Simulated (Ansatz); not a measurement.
`[SiH3][GaH][Cl]` + `O=C(O)O` → `O=C(O)O[SiH3]` + `[Cl][GaH2]` at 700 K and 1 bar (cleavage of the Si–Ga bond).

Isolated molecules relaxed with PBE0-D4/def2-TZVP in Ansatz; ΔE leaves out vibrations. CBS: MP2 limit from def2 TZ/QZ plus the TZ coupled-cluster correction, frozen cores. For Ga outer-core shells are correlated without core-valence functions, which leaves a few kJ/mol of doubt a bond. Scalar relativity is left out up to krypton. Each species was taken in one conformer, which may not be the lowest.

```json
{"species": "`[SiH3][GaH][Cl]`", "CCSD(T)/CBS energy (Eh)": "-2675.24391", "H − E (kJ/mol)": "147.7", "S (J/(mol·K))": "436.5"}
{"species": "`O=C(O)O`", "CCSD(T)/CBS energy (Eh)": "-264.79774", "H − E (kJ/mol)": "148.8", "S (J/(mol·K))": "327.0"}
{"species": "`O=C(O)O[SiH3]`", "CCSD(T)/CBS energy (Eh)": "-555.10886", "H − E (kJ/mol)": "213.0", "S (J/(mol·K))": "423.9"}
{"species": "`[Cl][GaH2]`", "CCSD(T)/CBS energy (Eh)": "-2384.95520", "H − E (kJ/mol)": "74.2", "S (J/(mol·K))": "315.7"}
```

H − E and S are ideal-gas, rigid-rotor, harmonic terms from PBE0-D4/def2-TZVP, for one conformer and one mirror image of each species. 1 Eh = 2625.50 kJ/mol, R = 8.31446 J/(mol·K).

Problem. By hand: ΔE, ΔH, ΔS and ΔG.

Solution. ΔE = (-555.10886) + (-2384.95520) − (-2675.24391) − (-264.79774) = -0.02241 Eh = -58.8 kJ/mol. Δ(H − E) = 213.0 + 74.2 − 147.7 − 148.8 = -9.3, so ΔH = -68.1 kJ/mol. ΔS = 423.9 + 315.7 − 436.5 − 327.0 = -23.9 J/(mol·K). ΔG = -68.1 − 700 × (-23.9)/1000 = -51.4 kJ/mol.

Problem. By hand: the equilibrium constant, and the temperature at which ΔG would vanish if ΔH and ΔS stayed fixed.

Solution. log₁₀ K = −ΔG/(RT ln 10) = 3.8. ΔG = 0 at ΔH/ΔS = 2849 K, far beyond where these terms or the molecules hold.

ΔH outweighs TΔS. A doubt of 5 kJ/mol in ΔE shifts log₁₀ K by 0.4 here. Other conformers and mirror images would add mixing entropy, several J/(mol·K) or more a flexible species. Modes under 60 cm⁻¹, often nearly free rotors, make the harmonic entropy too high. These are equilibria of isolated gas molecules and say nothing of rates. Largest T1 diagnostic: 0.014 (customary marks: 0.02 for closed shells, 0.045 for open ones).
